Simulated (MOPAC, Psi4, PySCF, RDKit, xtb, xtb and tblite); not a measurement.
Two geometries of SMILES O=Cc1cccc(-c2ccco2)c1, singlet, relaxed at GFN2-xTB with one dihedral held; other torsions can differ between them too.

Structure A

```
21

O      4.4910     0.9516     0.4959
C      3.3351     1.2065     0.2754
C      2.2356     0.2325     0.2746
C      2.4956    -1.1103     0.5519
C      1.4636    -2.0279     0.5575
C      0.1685    -1.6174     0.2855
C     -0.1032    -0.2826    -0.0054
C     -1.4854     0.1483    -0.2744
C     -2.2644     0.0157    -1.3872
C     -3.5198     0.5852    -1.0604
C     -3.4122     1.0097     0.2260
O     -2.1873     0.7483     0.7121
C      0.9324     0.6408     0.0009
H      3.0118     2.2423     0.0474
H      3.5125    -1.4057     0.7625
H      1.6623    -3.0657     0.7793
H     -0.6416    -2.3317     0.2913
H     -1.9744    -0.4218    -2.3205
H     -4.3765     0.6620    -1.6976
H     -4.1068     1.4919     0.8846
H      0.7266     1.6806    -0.2106
```

Structure B

```
21

O     -4.4805     0.9486     0.5315
C     -3.3204     1.2100     0.3408
C     -2.2208     0.2371     0.3247
C     -2.4861    -1.1167     0.5395
C     -1.4515    -2.0327     0.5177
C     -0.1536    -1.6136     0.2860
C      0.1317    -0.2607     0.0830
C      1.4894     0.1832    -0.1742
C      2.7022    -0.4193     0.0523
C      3.6863     0.4778    -0.4168
C      3.0084     1.5551    -0.9004
O      1.6867     1.3885    -0.7588
C     -0.9151     0.6580     0.0960
H     -2.9935     2.2535     0.1562
H     -3.5061    -1.4225     0.7157
H     -1.6553    -3.0814     0.6747
H      0.6489    -2.3343     0.2576
H      2.8737    -1.3710     0.5115
H      4.7476     0.3390    -0.3973
H      3.3422     2.4668    -1.3550
H     -0.7055     1.7045    -0.0710
```

**Question.** Which is lower in energy at the level PBE0-D3(BJ)/def2-SVP // GFN2-xTB (Psi4), and by how much?

**Answer.** B is lower, by 22.42 kJ/mol (dihedral C6–C7–C8–O12: 100° in A, 160° in B).

E(B) − E(A) in kJ/mol at the other levels, on the same two geometries: GFN2-xTB (xtb and tblite) -18.97; MMFF94 // GFN2-xTB (RDKit) -16.31; PBE0/def2-SVP // GFN2-xTB (Psi4) -22.07; PBE/def2-SVP // GFN2-xTB (Psi4) -24.46; PBE-D3(BJ)/def2-SVP // GFN2-xTB (Psi4) -24.97; UFF // GFN2-xTB (RDKit) -26.67; PM7, restricted, heats of formation // GFN2-xTB (MOPAC) -7.07; AM1, restricted, heats of formation // GFN2-xTB (MOPAC) -10.32; GFN1-xTB // GFN2-xTB (xtb) -21.40; restricted B3LYP/6-31G*, spherical d, density fitting // GFN2-xTB (PySCF) -20.96.
